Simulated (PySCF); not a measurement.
FH₂MoNO₂, multiplicity 1. Atoms are numbered in the order given.

```xyz
7

Mo     0.0549    -0.0407     0.0000
O      0.9953    -0.2155     1.3875
O      0.9953    -0.2155    -1.3875
F     -1.3242    -1.2913     0.0000
N     -0.6756     1.7389     0.0000
H     -0.7907     2.3024     0.8414
H     -0.7907     2.3024    -0.8414
```
Charge 0, spin multiplicity 1.

Coordinates come from a B3LYP-D3(BJ)/def2-SVP optimisation. The multiplicity is an assumed one; no other spin state was optimised. The structure was generated by enumeration; whether it is a known compound was not checked. The def2 effective core potentials stand for the cores of Mo; spin–orbit coupling is left out. Other conformers were not sampled.

The numbers are results of TDDFT-PBE/def2-SVPD (PySCF 2.14.0), not measurements.

Vertical excitations. Gas-phase values at a fixed geometry. State labels are in the subgroup Cs.

Computed lowest excited states:
```
state  symmetry  energy (eV)  λ (nm)      f                          main pairs
-----  --------  -----------  ------  -----  ----------------------------------
S1           A"         4.32     287  0.000                      HOMO→LUMO 96 %
S2           A'         4.57     271  0.000                    HOMO−1→LUMO 98 %
S3           A"         4.77     260  0.006                  HOMO−1→LUMO+1 91 %
S4           A'         5.10     243  0.063                    HOMO→LUMO+1 80 %
S5           A'         5.57     223  0.000                  HOMO−2→LUMO+1 87 %
S6           A"         5.64     220  0.002  HOMO−2→LUMO 69 %, HOMO−3→LUMO 18 %
S7           A"         5.78     215  0.001                  HOMO−1→LUMO+2 90 %
S8           A'         5.78     215  0.020                    HOMO→LUMO+2 76 %
S9           A"         6.06     204  0.006  HOMO−3→LUMO 66 %, HOMO−2→LUMO 13 %
S10          A"         6.13     202  0.000                  HOMO−4→LUMO+1 94 %
T1           A'         3.96     313      0                    HOMO→LUMO+1 97 %
T2           A"         4.09     303      0                      HOMO→LUMO 95 %
T3           A'         4.18     296      0                    HOMO−1→LUMO 96 %
T4           A"         4.32     287      0                  HOMO−1→LUMO+1 94 %
```
Triplets are in the Tamm–Dancoff approximation, which puts them higher than full response would, so one can lie above its singlet here.
